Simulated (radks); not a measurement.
Values are calculated unless marked as measured or tabulated.
Hg, configuration [Xe] 4f14 5d9 6s2 7s1 (not the ground configuration). Level of theory: scalar-relativistic Kohn-Sham, B86b exchange with PBE correlation, spin-polarised, spherical densities, point nucleus; open shells are filled with parallel spins first (spin-orbit coupling, left out, can overturn this in heavy ions) (a radial shooting solver on a logarithmic mesh with Libxc functionals).

Local quantities along the radius. ELF = 1/(1 + alpha^2) is the electron localisation function; alpha = (tau - tau_W)/tau_unif compares the Pauli kinetic energy density with that of the uniform gas (summed over spins). tau is taken from the large components.

```
   r/bohr * ELF (the largest magnitude, 1, reaches the edge; | marks zero)
 0.000626 |                                                      *
0.0008759 |                                                      *
 0.001226 |                                                      *
 0.001702 |                                                      *
 0.002381 |                                                      *
 0.003332 |                                                      *
 0.004662 |                                                      *
 0.006524 |                                                     *
 0.009057 |                                                    *
  0.01267 |                                             *
  0.01774 |                           *
  0.02482 |                 *
  0.03473 |                             *
   0.0486 |                                        *
  0.06746 |                               *
   0.0944 |                  *
   0.1321 |                                   *
   0.1848 |                                 *
   0.2587 |               *
   0.3591 |                                    *
   0.5025 |                                 *
   0.7031 |                 *
   0.9839 |                                 *
    1.377 |                              *
    1.911 |                    *
    2.675 |                   *
    3.743 |  *
    5.237 |         *
    7.329 |                                                      *
    10.17 |                                                      *
    14.24 |                                                      *
    19.92 |                                                      *
```

On this mesh the ELF has minima near r = 0.025, 0.094, 0.26, 0.70, 4.4 bohr, which separate the shells, and maxima near 0.049 (0.74), 0.16 (0.72), 0.42 (0.71), 1.2 (0.64).

Self-consistent cycle (total energy in hartree, residual of the potential): 1: -19617.86125, 9e+00; 2: -19623.00577, 4e+00; 3: -19623.71044, 9e-01; 4: -19623.62764, 3e-01; 5: -19623.63647, 3e-02; 6: -19623.64098, 1e-02; 7: -19623.64105, 5e-03; 8: -19623.64105, 3e-03; 9: -19623.64105, 1e-03; 10: -19623.64105, 8e-04; 11: -19623.64106, 9e-06; 12: -19623.64105, 5e-06; 13: -19623.64105, 2e-06; 14: -19623.64105, 4e-07; 15: -19623.64105, 2e-07; 16: -19623.64105, 8e-08; 17: -19623.64105, 5e-08; 18: -19623.64105, 1e-08.
